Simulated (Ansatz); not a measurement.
Consider the ligand exchange at a Ge–C bond: `O/C(F)=[CH]\[GeH3]` + `N[SiH2][SiH3]` → `[SiH3][SiH2][NH][GeH3]` + `C=C(O)F`.

Program: Ansatz. Geometries: PBE0-D4/def2-TZVP. ΔE: electronic, gas phase. CCSD(T)/CBS is the MP2 limit (def2-TZVPP, def2-QZVPP) plus CCSD(T) − MP2 in def2-TZVPP, frozen cores. This one scheme is used for every species. DFT in def2-TZVPP. B3LYP here is the variant with VWN-RPA as its local correlation; programs differ in this. HSE06 is defined as in plane-wave codes. For Ge outer-core shells are correlated without core-valence functions, which leaves a few kJ/mol of doubt a bond. Scalar relativity is left out up to krypton. Each species was taken in one conformer, which may not be the lowest.

| level | ΔE (kcal/mol) | difference from CCSD(T)/CBS |
| --- | --- | --- |
| LDA (SPW92) | -1.6 | 1.7 |
| BLYP-D4 | -3.6 | -0.3 |
| HSE06-D4 | -2.7 | 0.6 |
| BHLYP-D4 | -4.5 | -1.2 |
| CAM-B3LYP-D4 | -3.8 | -0.5 |
| ωB97M-V | -3.0 | 0.3 |
| B2PLYP | -3.5 | -0.2 |
| r2SCAN | -2.6 | 0.7 |
| B3LYP | -3.2 | 0.1 |
| r2SCANh | -2.7 | 0.6 |
| LC-ωPBE | -2.6 | 0.7 |
| HF/def2-SVP | -5.2 | -1.9 |
| CCSD/def2-SVP | -4.6 | -1.3 |
| CCSD(T)/def2-SVP | -4.5 | -1.2 |
| HF/def2-TZVPP | -5.2 | -1.9 |
| MP2/def2-TZVPP | -3.2 | 0.1 |
| CCSD(T)/CBS | -3.3 | 0 |

Largest T1 diagnostic among the species: 0.012.

At CCSD(T), def2-SVP lies −1.2 kcal/mol from the extrapolated value and def2-TZVPP −0.2 kcal/mol. Leaving LDA and LC-ωPBE aside and taking each functional with its dispersion term where it has one, the values, not all of them listed here, spread over 2.2 kcal/mol, from BHLYP-D4 to PBE-D4.
